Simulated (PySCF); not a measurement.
Constitutional and geometric isomers with formula C3H10Si. Isolated molecules, 0 K electronic values unless said otherwise. One relaxed conformer stands for each flexible species; it need not be the lowest. Strings in code marks are SMILES.

The HOMO from two functionals at the same geometries (PBE0-D3(BJ)/def2-TZVP), both in PySCF: PBE-D3(BJ)/def2-TZVP and TPSSh-D3(BJ)/def2-TZVP. 

```json
[
 {"species": "`[SiH](C)(C)C`", "PBE-D3(BJ)/def2-TZVP (eV)": "-7.22", "TPSSh-D3(BJ)/def2-TZVP (eV)": "-7.85"},
 {"species": "`C[SiH2]CC` (C–C–Si–C torsion 180°)", "PBE-D3(BJ)/def2-TZVP (eV)": "-6.94", "TPSSh-D3(BJ)/def2-TZVP (eV)": "-7.57"},
 {"species": "`CCC[SiH3]` (C–C–C–Si torsion 180°)", "PBE-D3(BJ)/def2-TZVP (eV)": "-7.22", "TPSSh-D3(BJ)/def2-TZVP (eV)": "-7.81"}
]
```

Over these rows, drawn at random from the members with no instability flagged (it was tested for open shells, ions and some series alone), PBE minus TPSSh-D3(BJ): mean +0.61 eV, from +0.59 eV to +0.63 eV.
